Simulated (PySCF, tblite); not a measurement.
Isomers of C7H2F2N (doublet state), one GFN2-xTB conformer each. Single-point energies are computed at B3LYP/pcH-1 (PySCF, gas phase, no added dispersion term), electronic only. GFN2-xTB treats the open shell by occupation alone, and not every SCF solution was tested for stability.

```csv
SMILES,GFN2-xTB relative energy (kcal/mol)
C=C1C(C#N)=[C]C(F)=C1F,6.0
[H]/[C]=C1\C(C#N)=CC(F)=C1F,0.0
```

What does B3LYP/pcH-1 give for the same structures?

| SMILES | B3LYP/pcH-1 E (Eh) | B3LYP/pcH-1 (kcal/mol) | GFN2-xTB (kcal/mol) | point group |
| --- | --- | --- | --- | --- |
| [H]/[C]=C1\C(C#N)=CC(F)=C1F | -522.23138 | 0.0 | 0.0 | Cs |
| C=C1C(C#N)=[C]C(F)=C1F | -522.22315 | 5.2 | 6.0 | Cs |

Both levels put the same isomer lowest. 

What happens when harmonic zero-point energies from GFN2-xTB frequencies are added?

| SMILES | ZPE (kcal/mol) | electronic (kcal/mol) | with ZPE (kcal/mol) |
| --- | --- | --- | --- |
| [H]/[C]=C1\C(C#N)=CC(F)=C1F | 40.7 | 0.0 | 0.0 |
| C=C1C(C#N)=[C]C(F)=C1F | 41.2 | 5.2 | 5.7 |

The zero-point energies span 0.5 kcal/mol. The order is unchanged.
